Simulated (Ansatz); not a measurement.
Reaction (ligand exchange at the Si–C bond): `C=C(F)[SiH](O)O` + `N[SiH](O)Cl` → `O[SiH](O)N[SiH](O)Cl` + `C=CF`

Computed with Ansatz on PBE0-D4/def2-TZVP structures; ΔE is electronic, products minus reactants. CCSD(T)/CBS adds triple-zeta CCSD(T) − MP2 to the extrapolated MP2 energy (def2 sets, frozen cores). One conformer a species, not always the lowest.

```csv
species,HF/CBS(def2) energy (Eh)
`C=C(F)[SiH](O)O`,-617.01372
`N[SiH](O)Cl`,-880.34233
`O[SiH](O)N[SiH](O)Cl`,-1320.41879
`C=CF`,-176.97179
```

Task: Work out ΔE.

Result: ΔE = (-1320.41879) + (-176.97179) − (-617.01372) − (-880.34233) = -0.03453 Eh = -90.7 kJ/mol. CCSD(T)/CBS gives -87.5 kJ/mol.

Largest T1 diagnostic among the species: 0.012.

From PBE to PBE0 (25 % exact exchange), in def2-TZVPP and without D4, ΔE moves by −5.5 kJ/mol. The D4 term adds −6.3 kJ/mol with B3LYP and −3.7 kJ/mol with PBE0; it sums over pairs of atoms, weighted by their polarisabilities, and B3LYP, whose exchange is more repulsive, gets the larger term.

B3LYP here is the variant with VWN-RPA as its local correlation; programs differ in this.
